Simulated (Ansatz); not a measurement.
Basis-set series for `C[O][Ti]1234([F])([N](C)C)[C@H]5[C@@H]1[C@@H]2[C@@H]3[C@H]54`. The species carries charge 0 and has multiplicity 1. The structure was optimised at the PBE0-D4/def2-TZVP level. It is one conformer, not always the lowest.

Cartesian coordinates in Å:
```
C -0.827 2.430 -1.559
O -1.180 1.161 -1.084
Ti -0.040 -0.194 -0.671
F 1.116 -0.417 -2.025
N 1.055 0.675 0.602
C 0.535 1.449 1.697
C 2.408 0.229 0.819
C -1.784 -1.253 0.547
C -0.562 -1.819 0.967
C -0.010 -2.517 -0.129
C -0.897 -2.390 -1.219
C -1.990 -1.611 -0.803
H -0.543 2.387 -2.616
H -1.684 3.105 -1.460
H 0.017 2.849 -0.998
H 1.170 2.325 1.892
H 0.490 0.867 2.631
H -0.473 1.804 1.471
H 3.078 1.086 0.971
H 2.493 -0.416 1.708
H 2.774 -0.329 -0.046
H -2.430 -0.622 1.139
H -0.118 -1.721 1.947
H 0.945 -3.022 -0.145
H -0.728 -2.770 -2.215
H -2.813 -1.285 -1.421
```

```csv
functional,basis,functions,energy (Eh),HOMO (eV),LUMO (eV)
PBE0-D4,def2-TZVPP,601,-1392.13632,-6.26,-1.38
PBE0-D4,def2-QZVPP,1140,-1392.18123,-6.28,-1.40
ωB97M-V,def2-TZVPP,601,-1392.65817,-8.42,0.78
ωB97M-V,def2-QZVPP,1140,-1392.70044,-8.43,0.65
```

Give the rows for def2-SVP. (An estimate is asked.)

Ansatz gave: 
```
functional     basis  functions  energy (Eh)  HOMO (eV)  LUMO (eV)
   PBE0-D4  def2-SVP        255  -1391.41552      -6.22      -1.40
   ωB97M-V  def2-SVP        255  -1391.91326      -8.37       0.80
```

Positive LUMOs are unbound and depend on the basis. Scalar relativity is left out up to krypton.
